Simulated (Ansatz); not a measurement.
`N#CB(Cl)Cl` and `NB(Cl)Cl` differ in one atom or group.

Ansatz, PBE0-D4/def2-TZVP geometries, multiplicity 1. Each molecule was computed in one conformer, which needn't be the lowest.

```json
{"property": "HOMO–LUMO gap (B3LYP/def2-TZVPP) / eV", "`N#CB(Cl)Cl`": "6.25"}
{"property": "HOMO energy (ωB97M-V/def2-TZVPP) / eV", "`N#CB(Cl)Cl`": "-12.06"}
{"property": "HOMO–LUMO gap (PBE/def2-TZVPP) / eV", "`N#CB(Cl)Cl`": "4.41"}
{"property": "LUMO energy (PBE0/def2-TZVPP) / eV", "`N#CB(Cl)Cl`": "-3.09"}
{"property": "zero-point energy (PBE0-D4/def2-TZVP) / kJ/mol", "`N#CB(Cl)Cl`": "39.4"}
{"property": "ideal-gas entropy at 298 K and 1 bar (rigid rotor, harmonic PBE0-D4/def2-TZVP) / J/(mol·K)", "`N#CB(Cl)Cl`": "313"}
```

(1) What does the change do to each property? (Estimate.)

Results:

(1) Ansatz gave: 
```json
{"property": "HOMO–LUMO gap (B3LYP/def2-TZVPP) / eV", "`NB(Cl)Cl`": "8.29", "shift": "2.04"}
{"property": "HOMO energy (ωB97M-V/def2-TZVPP) / eV", "`NB(Cl)Cl`": "-10.88", "shift": "1.18"}
{"property": "HOMO–LUMO gap (PBE/def2-TZVPP) / eV", "`NB(Cl)Cl`": "6.34", "shift": "1.93"}
{"property": "LUMO energy (PBE0/def2-TZVPP) / eV", "`NB(Cl)Cl`": "0.17", "shift": "3.26"}
{"property": "zero-point energy (PBE0-D4/def2-TZVP) / kJ/mol", "`NB(Cl)Cl`": "89.5", "shift": "50.1"}
{"property": "ideal-gas entropy at 298 K and 1 bar (rigid rotor, harmonic PBE0-D4/def2-TZVP) / J/(mol·K)", "`NB(Cl)Cl`": "294", "shift": "-19"}
```

With PBE0 the HOMO rises by 1.23 eV and the LUMO rises by 3.26 eV, so the gap widens by about 2.03 eV. PBE moves the HOMO by 1.20 eV and ωB97M-V by 1.18 eV. The zero-point energy changes by 50.1 kJ/mol with +3 modes.

B3LYP here is the variant with VWN-RPA as its local correlation; programs differ in this.
